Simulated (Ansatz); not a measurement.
## How methods differ on GaBr (SMILES [Ga][Br])

The species is GaBr (2 atoms), meant as a singlet with charge 0. As SMILES, `[Ga][Br]`. The coordinates come from a PBE0-D4/def2-TZVP relaxation.

```xyz
2

Ga    0.0000    0.0000    0.0138
Br    0.0000    0.0000    2.3881
```

Quantity: the energy change with the Ga1–Br2 bond stretched from 2.374 to 2.968 Å, in eV. The values are calculated.

```
                     level                 kind  program  value (eV)  CPU time (all runs)
    HF/STO-3G (restricted)         Hartree–Fock   Ansatz        2.15                2.9 s
 SVWN5/STO-3G (restricted)                  LDA   Ansatz        2.15                 11 s
  BLYP/STO-3G (restricted)                  GGA   Ansatz        1.87                 20 s
revPBE/STO-3G (restricted)                  GGA   Ansatz        1.90                 22 s
r2SCAN/STO-3G (restricted)             meta-GGA   Ansatz        2.05                 85 s
 B3LYP/STO-3G (restricted)        global hybrid   Ansatz        1.99                 40 s
   MP2/STO-3G (restricted)  perturbation theory   Ansatz        2.06                5.3 s
```

All-electron rows without a relativistic Hamiltonian named are non-relativistic. The first shape isn't each level's own minimum. The values span 1.87 to 2.15 eV. All rows use very small basis sets, so none should be taken for the real molecule's value. In the correlated wave-function rows the outer d shell of Br, Ga is correlated, in sets not made for it. CPU times are rough (shared hosts, several kinds of processor and program).
